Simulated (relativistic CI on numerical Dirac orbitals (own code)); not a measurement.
# Mn2+ in a cubic cluster: 3s photoemission with charge transfer

Computed with a charge-transfer multiplet model of a cubic metal-ligand cluster with up to 2 ligand holes, Slater and spin-orbit integrals from Dirac-Coulomb-Breit ions, Slater integrals scaled by 0.7. The ground state mixes d5 with configurations of k ligand holes L, whose averages lie at kΔ + k(k − 1)U_dd/2; a core hole lowers each added d electron by U_cd. 20 K, Lorentzian 1.4 eV and Gaussian 0.8 eV FWHM.

Atomic integrals in eV (Slater integrals scaled, ζ unscaled), ground: F2dd 7.178, F4dd 4.458, zeta_d 0.037; with the core hole: F2dd 8.024, F4dd 5.022, zeta_d 0.045, G2cd 8.200.

Cluster parameters (eV): Δ = 5.9, U_dd = 6, U_cd = 7.5, 10Dq(ligand) = 1.2, V(eg) = 1.8, V(t2g) = -0.91, final-state hopping factor = 0.9.

| Case | n_d | d5 | d6L | d7L2 | S |
| --- | --- | --- | --- | --- | --- |
| 10Dq = 0.75 eV | 5.13 | 0.88 | 0.12 | 0.00 | 2.50 |
| 10Dq = 1.05 eV | 5.12 | 0.88 | 0.12 | 0.00 | 2.50 |
| 10Dq = 1.65 eV | 5.12 | 0.88 | 0.11 | 0.00 | 2.50 |

Weights, n_d and S are thermal averages at 20 K. Binding energies count from the first peak over 30 % of the highest in each spectrum, which can be another peak from case to case. The parameters are a model scan and need not match a compound or its usual spin state. Peaks in eV (height, largest 100):
- 10Dq = 0.75 eV: 0.0 (100), 4.9 (27), 8.8 (52), 13.9 (30)
- 10Dq = 1.05 eV: 0.0 (100), 5.0 (27), 8.9 (53), 13.9 (29)
- 10Dq = 1.65 eV: 0.0 (100), 5.1 (25), 8.9 (52), 13.9 (27)

For the case 10Dq = 0.75 eV, Δ = 5.9 eV is smaller than U_dd = 6 eV, the charge-transfer side of the Zaanen-Sawatzky-Allen scheme. With the core hole the average of the configuration with one ligand hole lies at Δ − U_cd = -1.6 eV before mixing: the effective hopping of about 2.6 eV (from the holes of the mixed ground state) is comparable with this gap or larger, so the configurations mix strongly.

Without intra-shell correlation the exchange splitting of the 3s hole comes out too large.
